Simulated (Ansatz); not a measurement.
CH7NOSn, SMILES `[NH2][SnH2][CH2]O`, relaxed with RKS PBE-D4/def2-SVP in the Gaussian-basis code of Ansatz from a rough embedded geometry. The force threshold is 0.03 eV/Å; the program also tests the step.

Total charge 0; spin multiplicity 1. Sn: def2 effective core potential.

Start:

```xyz
11

N    -1.497   -0.325   -1.629
Sn   -0.410    0.777   -0.372
C     0.887   -0.511    0.711
O     1.767    0.215    1.636
H    -2.046   -1.069   -1.060
H    -0.876   -0.898   -2.273
H    -1.432    1.605    0.764
H     0.556    1.911   -1.263
H     0.361   -1.279    1.249
H     1.595   -1.036   -0.019
H     1.098    0.610    2.257
```

Task: How much energy does the relaxation release, and in how many steps? (Estimate.)

Result: The calculation gave: 8.71 kcal/mol, in 11 steps.

Task: Which bonds change most? (Estimate.)

Result: Computed: Sn2–C3 from 2.125 to 2.225 Å; N1–Sn2 from 1.994 to 2.085 Å; N1–H5 from 1.086 to 1.030 Å; C3–O4 from 1.469 to 1.415 Å.

Task: Give the relaxed structure. (An estimate is asked.)

Result: Computed: 
```xyz
11

N    -1.687   -0.279   -1.686
Sn   -0.321    0.674   -0.432
C     1.084   -0.517    0.816
O     1.664    0.311    1.806
H    -2.242   -0.972   -1.162
H    -1.193   -0.814   -2.415
H    -1.288    1.569    0.705
H     0.551    1.763   -1.458
H     0.569   -1.416    1.231
H     1.903   -0.878    0.162
H     0.960    0.559    2.432
```
